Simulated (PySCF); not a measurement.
This PySCF input asks for the NMR shieldings of SMILES [SiH3][Si@@H]([SiH2]CCCC)C, C$_{5}$H$_{18}$Si$_{3}$; the geometry comes from GFN2-xTB.

```python
import basis_set_exchange as bse
import numpy as np
from pyscf import gto, dft
from pyscf.prop import nmr

atoms = """
C     4.556268   -0.637675    0.021588
C     3.120785   -0.930611    0.440028
C     2.148565    0.138924   -0.054721
C     0.708114   -0.161702    0.342255
Si   -0.534482    1.163323   -0.228973
Si   -2.686260    0.467562    0.323787
C    -3.918691    1.831129   -0.191080
Si   -3.382532   -1.551940   -0.595805
H     4.881282    0.320711    0.420830
H     5.228333   -1.408928    0.391477
H     4.637014   -0.600388   -1.062818
H     3.065490   -0.988432    1.530183
H     2.817761   -1.902439    0.041785
H     2.444639    1.108326    0.353265
H     2.216772    0.209370   -1.142727
H     0.422246   -1.131451   -0.072338
H     0.656440   -0.268745    1.428109
H    -0.103552    2.443933    0.356870
H    -0.353731    1.332821   -1.681264
H    -2.822207    0.385978    1.797582
H    -3.915273    1.976796   -1.267765
H    -3.671813    2.784525    0.266693
H    -4.935236    1.583308    0.101132
H    -2.470907   -2.644700   -0.242590
H    -3.411061   -1.504657   -2.061644
H    -4.719009   -1.992423   -0.183884
"""
names = dict.fromkeys(["C", "Si", "H"], "pcSseg-1")
basis = {el: gto.basis.parse(bse.get_basis(n, elements=[el], fmt="nwchem")) for el, n in names.items()}
mol = gto.M(atom=atoms, basis=basis, charge=0, verbose=0)
mf = dft.RKS(mol, xc="PBE0")
mf.grids.level = 2
mf.grids.alignment = dft.numint.BLKSIZE   # the property module wants whole blocks of grid points
mf.conv_tol = 1e-9
mf.kernel()

calc = nmr.RKS(mf)   # GIAO
C = mf.mo_coeff
Co = C[:, mf.mo_occ > 0]
resp = mf.gen_response(singlet=True, hermi=2)
def vind(x):   # induced exchange potential for any number of trial vectors
    d = np.einsum("pi,xij,qj->xpq", C, 2 * x.reshape(-1, C.shape[1], Co.shape[1]), Co, optimize=True)
    return np.einsum("xpq,pi,qj->xij", resp(d - d.transpose(0, 2, 1)), C, Co, optimize=True).ravel()
mo1, _ = nmr.rhf.solve_mo1(calc, with_cphf=vind)
sigma = calc.kernel(mo1)
for i, s in enumerate(sigma):   # ppm
    w = np.linalg.eigvalsh((s + s.T) / 2)
    print("%2d %-2s iso %8.1f  s11 %8.1f  s22 %8.1f  s33 %8.1f" % (i, mol.atom_pure_symbol(i), w.mean(), *w))
```

Problem. What does it print?

Solution. 
```
 0 C  iso    169.8  s11    157.9  s22    163.5  s33    187.9
 1 C  iso    153.9  s11    137.8  s22    151.0  s33    172.8
 2 C  iso    151.0  s11    131.8  s22    146.1  s33    175.0
 3 C  iso    172.4  s11    161.2  s22    163.1  s33    192.8
 4 Si iso    414.5  s11    383.3  s22    387.9  s33    472.3
 5 Si iso    436.5  s11    412.9  s22    422.0  s33    474.6
 6 C  iso    194.6  s11    190.5  s22    195.1  s33    198.3
 7 Si iso    464.0  s11    446.8  s22    460.7  s33    484.4
 8 H  iso     30.8  s11     26.5  s22     29.1  s33     36.6
 9 H  iso     30.5  s11     25.7  s22     27.6  s33     38.1
10 H  iso     30.8  s11     26.5  s22     29.2  s33     36.6
11 H  iso     30.3  s11     25.5  s22     31.0  s33     34.6
12 H  iso     30.3  s11     25.4  s22     31.2  s33     34.5
13 H  iso     30.4  s11     25.1  s22     32.0  s33     34.2
14 H  iso     30.4  s11     25.2  s22     32.1  s33     34.0
15 H  iso     31.1  s11     25.0  s22     32.2  s33     36.1
16 H  iso     31.1  s11     25.7  s22     32.2  s33     35.4
17 H  iso     27.8  s11     23.8  s22     27.0  s33     32.5
18 H  iso     27.9  s11     24.4  s22     27.3  s33     31.9
19 H  iso     27.7  s11     24.5  s22     26.0  s33     32.6
20 H  iso     31.7  s11     27.2  s22     29.4  s33     38.5
21 H  iso     31.4  s11     25.9  s22     29.1  s33     39.1
22 H  iso     31.4  s11     25.9  s22     28.7  s33     39.5
23 H  iso     28.3  s11     24.1  s22     27.2  s33     33.5
24 H  iso     28.3  s11     25.1  s22     26.2  s33     33.6
25 H  iso     28.2  s11     24.6  s22     25.6  s33     34.3
```

These numbers come from an equivalent density-fitted implementation of the same equations, which agrees with the script to about 0.01 ppm for H and up to a few tenths of a ppm for heavy atoms, so last digits may differ.

Problem. Turn these shieldings into chemical shifts. δ = σ(ref) − σ, references computed at the same level: ¹³C (186.93 ppm) and ²⁹Si (349.16 ppm) and ¹H (31.72 ppm) against TMS.

Solution. Averaging equivalent atoms: C 2: 35.9; C 1: 33.1; C 0: 17.1; C 3: 14.6; C 6: -7.7; Si 4: -65.3; Si 5: -87.3; Si 7: -114.8; H 19: 4.00; H 17: 3.96; H 18: 3.84; H 23/24/25: 3.45; H 11: 1.37; H 12: 1.37; H 13: 1.30; H 14: 1.27; H 8/9/10: 1.06; H 16: 0.62; H 15: 0.60; H 20/21/22: 0.22 ppm. 

Size and cost of the density-fitted run: 247 basis functions, 55 s wall time on 1 thread of an Intel Xeon 6975P-C, shared host; peak memory 1.2 GiB.
